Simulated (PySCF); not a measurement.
Zn (zinc, neutral) across methods

[Ar] 3d10 4s1 5s1, high-spin 3S determinant (an excited configuration). Calculation: PySCF 2.14, in aug-cc-pVTZ-PP with one added diffuse shell each of s, p, d, f, g type with ECP10MDF (7s7p6d4f3g, 113 functions); a scalar-relativistic core potential.

| method | E (hartree) | mean ε 3d β (eV) | mean ε 4s α (eV) | mean ε 5s α (eV) | Σ⟨r²⟩ (bohr²) | ⟨S²⟩ |
| --- | --- | --- | --- | --- | --- | --- |
| r2SCAN | -226.7559 | -15.899 | -10.977 | -1.730 | 89.03 | 2.002 |
| LDA | -226.4804 | -15.984 | -10.908 | -1.766 | 87.06 | 2.001 |
| PBE0 | -226.8263 | -18.545 | -11.430 | -2.045 | 89.81 | 2.001 |
| PBE | -226.8791 | -15.710 | -10.622 | -1.783 | 88.50 | 2.001 |
| UHF | -225.77077 | -26.348 | -13.395 | -2.562 | 98.33 | 2.001 |

Question: Estimate the same row for wB97X-V.

Answer: E (hartree) = -226.8224; mean ε 3d β (eV) = -21.082; mean ε 4s α (eV) = -13.546; mean ε 5s α (eV) = -2.690; Σ⟨r²⟩ (bohr²) = 92.94; ⟨S²⟩ = 2.000.

Energies and moments cover only the electrons outside the core potential. The outer electron is Rydberg-like, and this basis confines it to a smaller radius and binds it less than a complete one would.
